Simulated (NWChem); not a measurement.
System: silicon dioxide molecule (SiO₂); SMILES O=[Si]=O

Input file for NWChem:

```
start job
memory heap 200 mb stack 900 mb global 1100 mb
geometry units angstroms noautosym nocenter noautoz
  O      0.000000     0.000000    -1.518369
  Si     0.000000     0.000000     0.000000
  O      0.000000     0.000000     1.518369
end
basis spherical
  * library def2-svp
end
dft
  xc pbe0
  iterations 150
end
cosmo
  do_cosmo_smd true
  solvent water
end
task dft energy
```

NWChem printed, in part:

```
             Northwest Computational Chemistry Package (NWChem) 7.3.0
             --------------------------------------------------------

                             Geometry "geometry" -> ""
                             -------------------------

 Output coordinates in angstroms (scale by  1.889725989 to convert to a.u.)

  No.       Tag          Charge          X              Y              Z
 ---- ---------------- ---------- -------------- -------------- --------------
    1 O                    8.0000     0.00000000     0.00000000    -1.51836900
    2 Si                  14.0000     0.00000000     0.00000000     0.00000000
    3 O                    8.0000     0.00000000     0.00000000     1.51836900

 Effective nuclear repulsion energy (a.u.)      89.2203250619

                                 NWChem DFT Module
                                 -----------------

 Summary of "ao basis" -> "ao basis" (spherical)
 ------------------------------------------------------------------------------
       Tag                 Description            Shells   Functions and Types
 ---------------- ------------------------------  ------  ---------------------
 O                          def2-svp                 6       14   3s2p1d
 Si                         def2-svp                 8       18   4s3p1d

 in cosmo_initialize ...
 calling solv_data for solv:h2o

 solvent parameters
 solvname_short: h2o
 solvname_long:  water
 dielec:       78.4000
 dielecinf:     1.7769
 aqueous SMD model solvent descriptors
 dielec:       78.4000
 sola:          0.8200

          ---------------
          -cosmo- solvent
          ---------------
 Cosmo: York-Karplus, doi: 10.1021/jp992097l
 dielectric constant -eps-     =  78.40
 screen = (eps-1)/(eps    )    =   0.98724
 surface charge correction     = lagrangian

   van der Waals surface
 --------------------------

 ---------- ATOMIC COORDINATES (A.U.) ------------ VDWR(ANG.) --
     1    0.00000000    0.00000000   -2.86930136     1.520
     2    0.00000000    0.00000000    0.00000000     2.470
     3    0.00000000    0.00000000    2.86930136     1.520
 number of segments per atom =        128
 number of   points per atom =        128
 atom (   nspa,  nppa )
 ----------------------
    1 (     48,     0 )       0
    2 (    112,     0 )       0
    3 (     48,     0 )       0
 number of -cosmo- surface points =      208
 molecular surface =     75.294 angstrom**2
 molecular volume  =     69.027 angstrom**3
 -lineq- algorithm             =   0
 -bem- low  level              =   3
 -bem- from -octahedral-
 gaussian surface charge width =   4.50000
 degree of switching           =   1.00000
 switching function tolerance  =   0.00010
 atomic radii =
 --------------
    1  8.000  1.520
    2 14.000  2.470
    3  8.000  1.520
 ...... end of -cosmo- initialization ......

 nat:                     3
 ixmem:                   608
 calling mnsol_interface()
 G(SMD-CDS) energy (kcal/mol)  =     0.000
 SMD-CDS SASA (angstrom**2)    =    94.645

            General Information
            -------------------
          SCF calculation type: DFT
          Wavefunction type:  closed shell.
          No. of atoms     :     3
          No. of electrons :    30
           Alpha electrons :    15
            Beta electrons :    15
          Charge           :     0
          Spin multiplicity:     1
          Use of symmetry is: off; symmetry adaption is: off
          Maximum number of iterations: 150
          AO basis - number of functions:    46
                     number of shells:    20
          Convergence on energy requested:  1.00D-06
          Convergence on density requested:  1.00D-05
          Convergence on gradient requested:  5.00D-04

              XC Information
              --------------
                         PBE0 Method XC Functional
                     Hartree-Fock (Exact) Exchange  0.250
          PerdewBurkeErnzerhof Exchange Functional  0.750
            Perdew 1991 LDA Correlation Functional  1.000 local
           PerdewBurkeErnz. Correlation Functional  1.000 non-local

             Grid Information
             ----------------
          Grid used for XC integration:  medium
          Radial quadrature: Mura-Knowles
          Angular quadrature: Lebedev.
          Tag              B.-S. Rad. Rad. Pts. Rad. Cut. Ang. Pts.
          ---              ---------- --------- --------- ---------
          O                   0.60       49           8.0       434
          Si                  1.10       88           6.0       590
          Grid pruning is: on
          Number of quadrature shells:   186
          Spatial weights used:  Erf1

      Superposition of Atomic Density Guess
      -------------------------------------

 Sum of atomic energies:        -438.12085208

      Non-variational initial energy
      ------------------------------

 Total energy =    -438.424832
 1-e energy   =    -783.701475
 2-e energy   =     256.056318
 HOMO         =      -0.493380
 LUMO         =      -0.128517

   convergence    iter        energy       DeltaE   RMS-Dens  Diis-err
 ---------------- ----- ----------------- --------- --------- ---------
     COSMO gas phase
 d= 0,ls=0.0,diis     1   -439.2485928860 -5.28D+02  5.03D-02  1.42D+00
 d= 0,ls=0.0,diis     2   -438.6174566054  6.31D-01  3.31D-02  7.44D+00
 d= 0,ls=0.0,diis     3   -439.4340582583 -8.17D-01  1.72D-03  4.80D-03
 d= 0,ls=0.0,diis     4   -439.4345087869 -4.51D-04  3.18D-04  6.72D-04
 d= 0,ls=0.0,diis     5   -439.4345662130 -5.74D-05  1.36D-04  2.98D-05
  Resetting Diis
 d= 0,ls=0.0,diis     6   -439.4345699693 -3.76D-06  8.39D-06  1.12D-07
 d= 0,ls=0.0,diis     7   -439.4345699900 -2.07D-08  2.95D-06  8.79D-09

   convergence    iter        energy       DeltaE   RMS-Dens  Diis-err
 ---------------- ----- ----------------- --------- --------- ---------
     COSMO solvation phase
 d= 0,ls=0.0,diis     1   -439.4458885197 -1.13D-02  3.93D-03  6.33D-03
 d= 0,ls=0.0,diis     2   -439.4457397504  1.49D-04  1.55D-03  1.80D-02
 d= 0,ls=0.0,diis     3   -439.4475698735 -1.83D-03  4.27D-04  1.46D-04
 d= 0,ls=0.0,diis     4   -439.4475880598 -1.82D-05  7.71D-05  5.08D-05
 d= 0,ls=0.0,diis     5   -439.4475925789 -4.52D-06  7.75D-06  6.19D-08
 d= 0,ls=0.0,diis     6   -439.4475925916 -1.27D-08  8.79D-07  8.73D-10

         Total DFT energy =     -439.447592591605
      One electron energy =     -785.462210528080
           Coulomb energy =      294.426563498388
    Exchange-Corr. energy =      -37.826417693271
 Nuclear repulsion energy =       89.220325061907

             COSMO energy =        0.194147069451

 Numeric. integr. density =       29.999996551147

                                COSMO-SMD solvation results
                                ---------------------------

             internal energy in gas <Psi(g)|H|Psi(g)> =      -439.434569990003
         internal energy in solvent <Psi(s)|H|Psi(s)> =      -439.432623276461
                               delta internal energy  =         0.001946713542 (    1.22 kcal/mol)
   total free energy in solvent <Psi(s)|H+V/2|Psi(s)> =      -439.447592591605
 polarization energy contribution <Psi(s)|V/2|Psi(s)> =        -0.014969315144 (   -9.39 kcal/mol)
    total free energy in solvent including G(SMD-CDS) =      -439.447592591605
                       G(SMD-CDS) energy contribution =         0.000000000000 (    0.00 kcal/mol)
     1 M fixed-concentration free energy of solvation =        -0.013022601602 (   -8.17 kcal/mol)

                       DFT Final Molecular Orbital Analysis
                       ------------------------------------

 Vector   13  Occ=2.000000D+00  E=-4.005737D-01
              MO Center= -3.2D-10,  3.5D-10,  1.6D-04, r^2= 2.6D+00
   Bfn.  Coefficient  Atom+Function         Bfn.  Coefficient  Atom+Function
  ----- ------------  ---------------      ----- ------------  ---------------
     4      0.269397  1 O  px                36      0.269437  3 O  px
     5     -0.264019  1 O  py                37     -0.264058  3 O  py
     7      0.188806  1 O  px                39      0.188833  3 O  px
     8     -0.185037  1 O  py                40     -0.185064  3 O  py
    22      0.183886  2 Si px                23     -0.180215  2 Si py

 Vector   14  Occ=2.000000D+00  E=-3.603516D-01
              MO Center=  4.6D-11, -1.8D-11, -1.6D-04, r^2= 2.7D+00
   Bfn.  Coefficient  Atom+Function         Bfn.  Coefficient  Atom+Function
  ----- ------------  ---------------      ----- ------------  ---------------
     4      0.315099  1 O  px                36     -0.315067  3 O  px
     5     -0.298164  1 O  py                37      0.298134  3 O  py
     7      0.230462  1 O  px                39     -0.230438  3 O  px
     8     -0.218075  1 O  py                40      0.218053  3 O  py
    31      0.109645  2 Si d  1              29      0.103752  2 Si d -1

 Vector   15  Occ=2.000000D+00  E=-3.603516D-01
              MO Center=  2.6D-11,  2.3D-11, -1.6D-04, r^2= 2.7D+00
   Bfn.  Coefficient  Atom+Function         Bfn.  Coefficient  Atom+Function
  ----- ------------  ---------------      ----- ------------  ---------------
     5      0.315099  1 O  py                37     -0.315067  3 O  py
     4      0.298164  1 O  px                36     -0.298134  3 O  px
     8      0.230462  1 O  py                40     -0.230438  3 O  py
     7      0.218075  1 O  px                39     -0.218053  3 O  px
    29     -0.109645  2 Si d -1              31      0.103752  2 Si d  1

 Vector   16  Occ=0.000000D+00  E=-1.142090D-01
              MO Center= -2.1D-09, -3.6D-09, -2.7D-06, r^2= 2.6D+00
   Bfn.  Coefficient  Atom+Function         Bfn.  Coefficient  Atom+Function
  ----- ------------  ---------------      ----- ------------  ---------------
    18      0.830214  2 Si s                  6     -0.278714  1 O  pz
    38      0.278713  3 O  pz                30     -0.262806  2 Si d  0
    17      0.257243  2 Si s                 16      0.224530  2 Si s
     9     -0.178779  1 O  pz                41      0.178777  3 O  pz
     3     -0.173051  1 O  s                 35     -0.173053  3 O  s

 Vector   17  Occ=0.000000D+00  E=-1.531292D-02
              MO Center= -8.2D-10,  7.8D-10, -3.1D-06, r^2= 2.7D+00
   Bfn.  Coefficient  Atom+Function         Bfn.  Coefficient  Atom+Function
  ----- ------------  ---------------      ----- ------------  ---------------
    25      0.516061  2 Si px                26     -0.517227  2 Si py
    22      0.298380  2 Si px                23     -0.299055  2 Si py
     7     -0.218340  1 O  px                 8      0.218833  1 O  py
    39     -0.218337  3 O  px                40      0.218831  3 O  py
     4     -0.207325  1 O  px                 5      0.207793  1 O  py

 Vector   18  Occ=0.000000D+00  E=-1.531292D-02
              MO Center=  3.6D-09,  3.6D-09, -3.1D-06, r^2= 2.7D+00
   Bfn.  Coefficient  Atom+Function         Bfn.  Coefficient  Atom+Function
  ----- ------------  ---------------      ----- ------------  ---------------
    25      0.517227  2 Si px                26      0.516061  2 Si py
    22      0.299055  2 Si px                23      0.298380  2 Si py
     7     -0.218833  1 O  px                 8     -0.218340  1 O  py
    39     -0.218831  3 O  px                40     -0.218337  3 O  py
     4     -0.207793  1 O  px                 5     -0.207325  1 O  py

     Multipole analysis of the density
     ---------------------------------

     L   x y z        total         alpha         beta         nuclear
     -   - - -        -----         -----         ----         -------
     0   0 0 0     -0.000000    -15.000000    -15.000000     30.000000

     1   1 0 0      0.000000      0.000000      0.000000      0.000000
     1   0 1 0     -0.000000     -0.000000     -0.000000      0.000000
     1   0 0 1     -0.000061     -0.000031     -0.000031      0.000000

     2   2 0 0    -14.390822     -7.195411     -7.195411      0.000000
     2   1 1 0     -0.000000     -0.000000     -0.000000      0.000000
     2   1 0 1      0.000000      0.000000      0.000000      0.000000
     2   0 2 0    -14.390822     -7.195411     -7.195411      0.000000
     2   0 1 1     -0.000000     -0.000000     -0.000000      0.000000
     2   0 0 2    -24.785553    -78.255899    -78.255899    131.726245
```

Level: PBE0/def2-SVP, SMD on the gas-phase geometry. Geometry: optimised at PBE0/def2-SVP. Solvent: water.
